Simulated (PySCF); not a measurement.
Below is a simulated gas-phase C 1s photoelectron spectrum of `CC/C=C\[SiH2]N[SiH2]C`.

Every computed line was given a Gaussian of 0.6 eV full width at half maximum and an area set by the number of equivalent atoms; the highest printed point is 100. Computed, not measured: PySCF 2.14.0, delta-SCF UKS SCAN, pcX-2 on the ionised atom, pcseg-1 elsewhere, spin-free X2C.

(binding energy (eV), intensity): (288.6, 0), (288.7, 0), (288.8, 1), (288.9, 3), (289.0, 7), (289.1, 14), (289.2, 22), (289.3, 32), (289.4, 39), (289.5, 43), (289.6, 45), (289.7, 47), (289.8, 51), (289.9, 59), (290.0, 69), (290.1, 78), (290.2, 87), (290.3, 94), (290.4, 99), (290.5, 100), (290.6, 94), (290.7, 80), (290.8, 61), (290.9, 40), (291.0, 23), (291.1, 12), (291.2, 5), (291.3, 2), (291.4, 1), (291.5, 0)

Count the maxima, the lines and the sites behind this envelope.

The curve has 1 maximum (at 290.5 eV). Under it lie 5 lines from 5 inequivalent carbon sites. At this width some lines have no maximum of their own.

Decompose the envelope and assign each component. Numbering: `[CH3:1][CH2:2]/[CH:3]=[CH:4]\[SiH2:5][NH:6][SiH2:7][CH3:8]`.

```json
{"position (eV)": "289.46", "relative area": "1", "line": "C 1s", "atoms": "C4", "environment": "alkene CH carbon"}
{"position (eV)": "290.00", "relative area": "1", "line": "C 1s", "atoms": "C8", "environment": "Si-methyl carbon"}
{"position (eV)": "290.27", "relative area": "1", "line": "C 1s", "atoms": "C3", "environment": "alkene CH carbon"}
{"position (eV)": "290.58", "relative area": "1", "line": "C 1s", "atoms": "C1", "environment": "methyl carbon"}
{"position (eV)": "290.63", "relative area": "1", "line": "C 1s", "atoms": "C2", "environment": "allylic carbon"}
```

What are the centre and the root-mean-square width of the whole band?

The area-weighted mean of the lines is 290.19 eV. Their own spread about it is 0.43 eV (rms) and each Gaussian has σ = 0.6/2.355 = 0.25 eV; the variances add, which gives 0.50 eV.

Lowest listed C 1s: C4, bonded to C (double bond), H and Si. Highest, 1.17 eV above it: C2, bonded to 2 C and 2 H. Summing the Pauling electronegativity differences to the bonded atoms, each weighted by its formal bond order, gives -1.00 for the lowest site and -0.70 for the highest; the largest sum, -0.35, belongs to C3, 0.36 eV below the top. The smallest sum, -1.70, belongs to C8, 0.54 eV above the lowest. The values 290.58 and 290.63 eV lie too close for their order to be trusted.

Shake-up satellites, vibrational structure and lifetime widths aren't simulated. Isolated species at its PBE0-D3(BJ)/def2-SVP geometry (one conformer only).

Time: 90 s; peak memory 0.84 GiB. Hardware: AMD EPYC 9R45, one thread, no GPU, shared host.

Conformer computed: `[CH3:1][CH2:2]/[CH:3]=[CH:4]\[SiH2:5][NH:6][SiH2:7][CH3:8]`: C1–C2–C3–C4 -122°, C3–C4–Si5–N6 145°, C4–Si5–N6–Si7 117°, Si5–N6–Si7–C8 -110°.
